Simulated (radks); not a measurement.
Task: The mean radii <r> (bohr) of the occupied orbitals of an atom or ion are listed with their occupations. All-electron calculation, Dirac Kohn-Sham, exchange-only PBE, spin-unpolarised, spherical densities, finite nucleus; Fermi nuclear charge, rms radius of each element as measured or else 0.836 A^(1/3) + 0.57 fm. Program: a radial shooting solver on a logarithmic mesh with Libxc functionals.

orbital  occ.      <r>
1s1/2       2  0.02001
2s1/2       2  0.08430
2p1/2       2  0.07007
2p3/2       4  0.07746
3s1/2       2   0.2205
3p1/2       2   0.2102
3p3/2       4   0.2241
3d3/2       4   0.1972
3d5/2       6   0.2015
4s1/2       2   0.4939
4p1/2       2   0.5009
4p3/2       4   0.5309
4d3/2       4   0.5500
4d5/2       6   0.5598
5s1/2       1    1.047
4f5/2       6   0.6130
4f7/2       3   0.6182

Name the element and its charge. Open shells, if any, fill j = l - 1/2 first.

Result: Z = 69, thulium, charge +13: Tm13+ in [Kr] 4d10 4f9 5s1. The 1s radius gives Z: for a bare nucleus <r> = (2 gamma + 1)/(2Z) with gamma = sqrt(1 - (Z/c)^2), 0.01977 bohr for Z = 69, and screening makes it slightly larger (0.02001 here). The occupations add up to 56, and the charge is Z minus that.
